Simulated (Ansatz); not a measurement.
Basis-set series for `C[O][Ge][F]`. Charge 0, multiplicity 1. All single points use the PBE0-D4/def2-TZVP geometry. It is one conformer, not always the lowest.

```json
{"functional": "PBE0-D4", "basis": "def2-SVP", "functions": "89", "energy (Eh)": "-2291.12129", "HOMO (eV)": "-8.09", "LUMO (eV)": "-1.79"}
{"functional": "PBE0-D4", "basis": "def2-QZVPP", "functions": "350", "energy (Eh)": "-2291.70524", "HOMO (eV)": "-8.22", "LUMO (eV)": "-1.99"}
{"functional": "ωB97M-V", "basis": "def2-SVP", "functions": "89", "energy (Eh)": "-2291.42150", "HOMO (eV)": "-10.33", "LUMO (eV)": "0.23"}
{"functional": "ωB97M-V", "basis": "def2-QZVPP", "functions": "350", "energy (Eh)": "-2292.01006", "HOMO (eV)": "-10.50", "LUMO (eV)": "-0.11"}
```

Problem. Give the rows for def2-TZVPP. (Best estimate.)

Solution. Computed: 
```
functional       basis  functions  energy (Eh)  HOMO (eV)  LUMO (eV)
   PBE0-D4  def2-TZVPP        183  -2291.64741      -8.17      -1.92
   ωB97M-V  def2-TZVPP        183  -2291.95405     -10.44       0.07
```

Positive LUMOs are unbound and depend on the basis. Scalar relativity is left out up to krypton.
